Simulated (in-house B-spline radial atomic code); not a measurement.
Whole-atom quantities along the 37-electron series, configuration [Kr] 4d1. Computed with a B-spline radial code for spherical atoms: non-relativistic Hartree-Fock, average of the configuration, point nuclei.

This level leaves out relativity, spin-orbit splitting included, which matters for heavy ions.

```json
{"ion": "In12+", "Z": "49", "E/Z² (Eh)": "-2.3712", "Σ<r²> (bohr²)": "9.7558", "n(0)/Z³ (bohr⁻³)": "0.70326", "Lamb diamagnetic shielding (ppm)": "4778.81", "repulsion over attraction": "0.13684"}
{"ion": "Sn13+", "Z": "50", "E/Z² (Eh)": "?", "Σ<r²> (bohr²)": "?", "n(0)/Z³ (bohr⁻³)": "?", "Lamb diamagnetic shielding (ppm)": "?", "repulsion over attraction": "?"}
{"ion": "Sb14+", "Z": "51", "E/Z² (Eh)": "?", "Σ<r²> (bohr²)": "?", "n(0)/Z³ (bohr⁻³)": "?", "Lamb diamagnetic shielding (ppm)": "?", "repulsion over attraction": "?"}
{"ion": "Te15+", "Z": "52", "E/Z² (Eh)": "-2.4152", "Σ<r²> (bohr²)": "7.8949", "n(0)/Z³ (bohr⁻³)": "0.70545", "Lamb diamagnetic shielding (ppm)": "5129.36", "repulsion over attraction": "0.13078"}
{"ion": "I16+", "Z": "53", "E/Z² (Eh)": "-2.4289", "Σ<r²> (bohr²)": "7.3982", "n(0)/Z³ (bohr⁻³)": "0.70614", "Lamb diamagnetic shielding (ppm)": "5246.15", "repulsion over attraction": "0.12885"}
{"ion": "Xe17+", "Z": "54", "E/Z² (Eh)": "-2.4423", "Σ<r²> (bohr²)": "6.9493", "n(0)/Z³ (bohr⁻³)": "0.7068", "Lamb diamagnetic shielding (ppm)": "5362.91", "repulsion over attraction": "0.12696"}
{"ion": "Cs18+", "Z": "55", "E/Z² (Eh)": "-2.4553", "Σ<r²> (bohr²)": "6.542", "n(0)/Z³ (bohr⁻³)": "0.70745", "Lamb diamagnetic shielding (ppm)": "5479.65", "repulsion over attraction": "0.12512"}
{"ion": "Ba19+", "Z": "56", "E/Z² (Eh)": "-2.4678", "Σ<r²> (bohr²)": "6.171", "n(0)/Z³ (bohr⁻³)": "0.70808", "Lamb diamagnetic shielding (ppm)": "5596.37", "repulsion over attraction": "0.12332"}
{"ion": "La20+", "Z": "57", "E/Z² (Eh)": "-2.4801", "Σ<r²> (bohr²)": "5.832", "n(0)/Z³ (bohr⁻³)": "0.70869", "Lamb diamagnetic shielding (ppm)": "5713.07", "repulsion over attraction": "0.12157"}
{"ion": "Ce21+", "Z": "58", "E/Z² (Eh)": "-2.4919", "Σ<r²> (bohr²)": "5.5212", "n(0)/Z³ (bohr⁻³)": "0.70928", "Lamb diamagnetic shielding (ppm)": "5829.76", "repulsion over attraction": "0.11986"}
{"ion": "Pr22+", "Z": "59", "E/Z² (Eh)": "-2.5035", "Σ<r²> (bohr²)": "5.2355", "n(0)/Z³ (bohr⁻³)": "0.70986", "Lamb diamagnetic shielding (ppm)": "5946.43", "repulsion over attraction": "0.11818"}
{"ion": "Nd23+", "Z": "60", "E/Z² (Eh)": "-2.5147", "Σ<r²> (bohr²)": "4.9721", "n(0)/Z³ (bohr⁻³)": "0.71042", "Lamb diamagnetic shielding (ppm)": "6063.09", "repulsion over attraction": "0.11655"}
{"ion": "Pm24+", "Z": "61", "E/Z² (Eh)": "-2.5256", "Σ<r²> (bohr²)": "4.7288", "n(0)/Z³ (bohr⁻³)": "0.71097", "Lamb diamagnetic shielding (ppm)": "6179.74", "repulsion over attraction": "0.11496"}
{"ion": "Sm25+", "Z": "62", "E/Z² (Eh)": "-2.5362", "Σ<r²> (bohr²)": "4.5034", "n(0)/Z³ (bohr⁻³)": "0.7115", "Lamb diamagnetic shielding (ppm)": "6296.37", "repulsion over attraction": "0.11341"}
{"ion": "Eu26+", "Z": "63", "E/Z² (Eh)": "?", "Σ<r²> (bohr²)": "?", "n(0)/Z³ (bohr⁻³)": "?", "Lamb diamagnetic shielding (ppm)": "?", "repulsion over attraction": "?"}
{"ion": "Gd27+", "Z": "64", "E/Z² (Eh)": "-2.5566", "Σ<r²> (bohr²)": "4.0996", "n(0)/Z³ (bohr⁻³)": "0.71252", "Lamb diamagnetic shielding (ppm)": "6529.62", "repulsion over attraction": "0.11041"}
{"ion": "Tb28+", "Z": "65", "E/Z² (Eh)": "-2.5664", "Σ<r²> (bohr²)": "3.9183", "n(0)/Z³ (bohr⁻³)": "0.71301", "Lamb diamagnetic shielding (ppm)": "6646.23", "repulsion over attraction": "0.10896"}
{"ion": "Dy29+", "Z": "66", "E/Z² (Eh)": "-2.5759", "Σ<r²> (bohr²)": "3.7491", "n(0)/Z³ (bohr⁻³)": "0.71349", "Lamb diamagnetic shielding (ppm)": "6762.83", "repulsion over attraction": "0.10755"}
{"ion": "Ho30+", "Z": "67", "E/Z² (Eh)": "-2.5852", "Σ<r²> (bohr²)": "3.5908", "n(0)/Z³ (bohr⁻³)": "0.71396", "Lamb diamagnetic shielding (ppm)": "6879.43", "repulsion over attraction": "0.10617"}
{"ion": "Er31+", "Z": "68", "E/Z² (Eh)": "-2.5942", "Σ<r²> (bohr²)": "3.4426", "n(0)/Z³ (bohr⁻³)": "0.71442", "Lamb diamagnetic shielding (ppm)": "6996.02", "repulsion over attraction": "0.10483"}
```

Task: Fill in the row of Sn13+.

Result: E/Z² (Eh): -2.3864; Σ<r²> (bohr²): 9.0634; n(0)/Z³ (bohr⁻³): 0.70401; Lamb diamagnetic shielding (ppm): 4895.7; repulsion over attraction: 0.13477.

Task: Fill in the row of Sb14+.

Result: E/Z² (Eh): -2.401; Σ<r²> (bohr²): 8.4469; n(0)/Z³ (bohr⁻³): 0.70474; Lamb diamagnetic shielding (ppm): 5012.54; repulsion over attraction: 0.13276.

Task: Fill in the row of Eu26+.

Result: E/Z² (Eh): -2.5465; Σ<r²> (bohr²): 4.2942; n(0)/Z³ (bohr⁻³): 0.71202; Lamb diamagnetic shielding (ppm): 6413; repulsion over attraction: 0.11189.

Task: With what power of Z does the column «Σ<r²> (bohr²)» change over this range?

Result: A fit of the logarithm of its size against log Z from Z = 49 to 68 has slope -3.16. Unscreened non-relativistic hydrogenic orbitals would give -2.
